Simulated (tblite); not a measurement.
2-methyl-2-hexene, C7H14.
Atom-mapped SMILES: `[CH3:1][CH2:2][CH2:3][CH:4]=[C:5]([CH3:6])[CH3:7]` (hydrogens: H8, H9, H10 on C1; H11, H12 on C2; H13, H14 on C3; H15 on C4; H16, H17, H18 on C6; H19, H20, H21 on C7)

Computed with GFN2-xTB (tblite), gas phase: nudged elastic band of 9 images (0 to 8), spring 0.2 eV/Å², climbing image at the end, force threshold 0.05 eV/Å. No saddle search or frequency run followed, so the top image need not be a first-order saddle, and its height can exceed the method's true barrier by a kcal/mol or more.

The band describes a rotation about C2–C3 (chain CH2 carbon, allylic carbon), followed by the dihedral C1–C2–C3–C4, from the optimised start (-67°) to a second optimised geometry at 68°.

Q: Give the energy profile along the converged band.

A: 
| image | dihedral (°) | E (eV) | C2–C3 (Å) | C1···C4 (Å) | largest true force (eV/Å) |
| --- | --- | --- | --- | --- | --- |
| 0 | -67 | 0.000 | 1.533 | 3.06 | 0.01 |
| 1 | -52 | 0.020 | 1.535 | 2.93 | 0.05 |
| 2 | -37 | 0.078 | 1.540 | 2.85 | 0.05 |
| 3 | -20 | 0.155 | 1.548 | 2.81 | 0.04 |
| 4 | -1 | 0.196 | 1.552 | 2.79 | 0.04 |
| 5 | 17 | 0.168 | 1.548 | 2.81 | 0.05 |
| 6 | 35 | 0.106 | 1.542 | 2.87 | 0.06 |
| 7 | 53 | 0.057 | 1.537 | 2.98 | 0.04 |
| 8 | 68 | 0.030 | 1.536 | 3.10 | 0.01 |

Barriers of this band. The top is image 4 at -1°: 0.196 eV forward and 0.166 eV back; the end lies 0.030 eV above the start. The central bond is 0.019 Å longer at the top than at the start.

Other torsions move too; by image: C2–C3–C4–C5 (118, 118, 118, 116, 115, 114, 114, 116, 100°).

Q: What rate follows at 350 K for crossing this barrier forward?

A: Taking the electronic barrier for the free energy of activation (no zero-point or entropy terms, transmission 1), rate = (kT/h)·exp(−ΔE/kT) ≈ 1 × 10^10 s⁻¹, whose inverse is 9 × 10^-11 s. An error of 1 kcal/mol in the barrier changes this by a factor of 4, and the method and the loose band can each miss by that much or more.

Q: How would the two end points share their population at 350 K, from these energies alone?

A: exp(−ΔE/kT) with ΔE = 0.030 eV gives 0.37 for the higher one (end) against 1 for the lower, without vibrational, rotational or degeneracy terms. GFN2-xTB can put conformers this close in the wrong order.

Q: How long is the path, and how are the images spaced?

A: Cartesian distances between aligned neighbours (all atoms, Å): 0.88, 0.89, 0.90, 0.91, 0.91, 0.92, 0.98, 1.06; the sum is 7.45 Å, and the top lies 48 % of the way along.

The cost below is that of the whole band run. On one thread of an Arm Neoverse V1, no GPU, shared host, this took 3.7 s and 0.19 GiB of memory at its peak.
